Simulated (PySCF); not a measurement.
# Polarisability and C₆ of Pt (platinum, neutral)

[Xe] 4f14 5d9 6s1, high-spin 3D determinant. All numbers are calculated (PySCF 2.14, a scalar-relativistic core potential, in aug-cc-pwCVTZ-PP with ECP60MDF (8s8p7d4f3g, 122 functions)). Coupled (time-dependent) response in atomic units; α is the mean over directions.

```
method  mean α (bohr³)         α xx, yy, zz  C₆ (like pair)  S(−4)
  PBE0           40.07  39.59, 39.59, 41.02           379.4  736.4
```

S(−4) is the Cauchy moment in α(ω) = α(0) + S(−4) ω² + …

Reference α: 48 ± 4 bohr³ (recommended; Schwerdtfeger and Nagle, table of static dipole polarizabilities (2023 update)). Published C₆: 470.0 (Gould and Bucko (2016)).

Spin-orbit coupling is absent.

α(iu) at PBE0:

| u (hartree) | α(iu) (bohr³) |
| --- | --- |
| 0 | 40.07 |
| 0.0500 | 38.34 |
| 0.100 | 34.24 |
| 0.200 | 25.43 |
| 0.300 | 19.29 |
| 0.500 | 12.66 |
| 0.750 | 8.626 |
| 1.00 | 6.353 |
| 1.50 | 3.915 |
| 2.00 | 2.669 |
| 3.00 | 1.467 |
| 5.00 | 0.6298 |

The components differ because the open shell of this determinant is not spherical; for a pure term their mean is the scalar polarisability.

Energies and moments cover only the electrons outside the core potential. Spin-orbit coupling, absent here, splits the open shell strongly.
